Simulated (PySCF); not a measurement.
Species: C4H8Ge.
Atom-mapped SMILES: `[CH2:1]=[CH:2][C:3](=[CH2:4])[GeH3:5]` (hydrogens: H6, H7 on C1; H8 on C2; H9, H10 on C4; H11, H12, H13 on Ge5)

Level of theory: PBE0-D3(BJ)/def2-SVP geometry optimisation, gas phase in PySCF 2.14.0.

Q: Give the optimised bond lengths and angles.

A: 
```tsv
bond	length (pm)
C1=C2	134.0
C2–C3	146.2
C3=C4	134.5
C3–Ge5	195.4
C1–H6	109.5
C1–H7	109.2
C2–H8	109.8
C4–H9	109.7
C4–H10	109.4
Ge5–H11, Ge5–H12, Ge5–H13	154.0
```

Bonds in one row agree within 1 pm and their mean is given. A selection of angles:
```tsv
angle	degrees
C2–C1–H6	122.1
C2–C1–H7	121.3
H6–C1–H7	116.6
C1–C2–C3	125.9
C1–C2–H8	118.6
C3–C2–H8	115.5
C2–C3–C4	120.7
C2–C3–Ge5	120.3
C4–C3–Ge5	119.0
C3–C4–H9	121.1
C3–C4–H10	122.3
H9–C4–H10	116.6
C3–Ge5–H11	107.8
C3–Ge5–H12	110.8
H11–Ge5–H12	109.6
H12–Ge5–H13	108.2
```

Dihedral angles: C1–C2–C3–C4 -179° (antiperiplanar).

Of the pairs four or more bonds apart, H8···H9 is among the closest relative to their van der Waals radii: 2.39 Å, 100 % of the sum of Bondi's values. The 5 heavy atoms lie in one plane (0.005 Å rms). Ge5 (germanium bonded to C and 3 H) is tetrahedral (angles from 107.8° to 110.9°). The C–C distances run from 1.340 Å (C1=C2, drawn double) to 1.462 Å (C2–C3, drawn single), a spread of 0.122 Å.

Point group: Cs (every atom within 0.08 Å of its image). No PBE0-D3(BJ)/def2-SVP frequencies stand behind this structure, so it isn't proved a minimum. The numbers are those of one conformer.

Time: 48 s; peak memory 0.54 GiB. Hardware: an Arm Neoverse V2 with one thread, shared host with 64 logical CPUs at a one-minute load of 21. This is the geometry optimisation.
